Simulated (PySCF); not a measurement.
# B (boron, neutral) across methods

[He] 2s2 3s1, 2S determinant (an excited configuration). All numbers are calculated (PySCF 2.14, no relativity, point nucleus, in dyall-acv3z (15s9p4d2f, 76 functions)).

```
 method  E (hartree)  mean ε 2s α (eV)  mean ε 2s β (eV)  mean ε 3s α (eV)  Σ⟨r²⟩ (bohr²)   ⟨S²⟩
 PBEsol     -24.2861           -14.489           -14.382            -1.963          49.38  0.750
  B97-3     -24.4580           -15.997           -15.906            -2.245          49.06  0.750
    UHF    -24.35008           -19.035           -18.750            -3.064          50.23  0.750
LC-wPBE     -24.4283           -18.933           -18.795            -3.389          49.66  0.750
    PBE     -24.4183           -14.622           -14.505            -2.000          49.42  0.750
 r2SCAN     -24.4356           -14.863           -14.791            -1.946          49.68  0.750
    LDA     -24.1625           -14.497           -14.372            -1.928          48.55  0.750
wB97X-V     -24.4590           -18.440           -18.308            -3.191          49.46  0.750
```

Question: Estimate the same row for PBE0.

Answer: E (hartree) = -24.4257; mean ε 2s α (eV) = -15.935; mean ε 2s β (eV) = -15.791; mean ε 3s α (eV) = -2.346; Σ⟨r²⟩ (bohr²) = 49.58; ⟨S²⟩ = 0.750.

The outer electron is Rydberg-like, and this basis confines it to a smaller radius and binds it less than a complete one would.
